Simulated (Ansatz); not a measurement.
FH5SSi2, SMILES F[SiH2]S[SiH3].

Geometry: ωB97X-D3(BJ)/def2-SVP. The structure was generated by enumeration, and PubChem lists no compound with its InChIKey, so it may never have been made. Other conformers were not sampled.

Two levels are set side by side: PBE/def2-SVPD (Ansatz, a quantum-chemistry and plane-wave program) and PBE0/def2-SVPD (Ansatz). Energy differences of separate SCF runs at the same geometry; the states with an electron removed or added have multiplicity 2 and 2. Differences are taken from unrounded values.

```
quantity                           PBE0   PBE  PBE minus PBE0
---------------------------------  ----  ----  --------------
vertical ionisation energy (eV)    9.89  9.67           -0.22
vertical singlet–triplet gap (eV)  5.75  5.40           -0.35
```
